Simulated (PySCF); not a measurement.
HFSi, triplet, at a GFN2-xTB geometry (the spin is typed, not shown lowest). Base run: PBE/6-31G* in PySCF.

Here is a job for PySCF.
```python
from pyscf import gto, scf, dft

mol = gto.M(
    atom='''
Si   -0.27501764   -0.36212192    0.39020993
H    -0.98090129   -1.29162124   -0.45498644
F     0.53679425    0.70681423   -0.55643917
''',
    basis='6-31g*',
    spin=2,
    verbose=4,
)

mf = dft.UKS(mol)
mf.xc = 'pbe'
mf.kernel()
```

Each row names what was changed in the base input (with any setting that the change needs).

| change | ΔE vs base (mEh) | fitting functions | dipole (D) |
|---|---|---|---|
| base | 0.000 | - | 1.36 |
| auxbasis = even-tempered beta=1.6 | -0.072 | 455 | 1.36 |
| auxbasis = cc-pvtz-ri | -13.534 | 233 | 1.36 |
| auxbasis = even-tempered beta=3.0 | -1.166 | 202 | 1.36 |
| auxbasis = cc-pvdz-jkfit | -0.030 | 205 | 1.36 |
| auxbasis = default (with mf = mf.density_fit()) | -0.030 | 205 | 1.36 |
| auxbasis = def2-universal-jfit | -0.132 | 111 | 1.36 |
| auxbasis = def2-universal-jkfit | -0.049 | 223 | 1.36 |
| auxbasis = cc-pvtz-jkfit | -0.023 | 230 | 1.36 |
| auxbasis = even-tempered beta=2.0 | -0.196 | 306 | 1.36 |

A fitting set is made for a task (jfit for Coulomb, jkfit for Coulomb and exchange, ri for correlation) and for a family of orbital bases.

Open shells are given as the SCF converged; they aren't shown to be the lowest states, and a large step between rows can be another state.
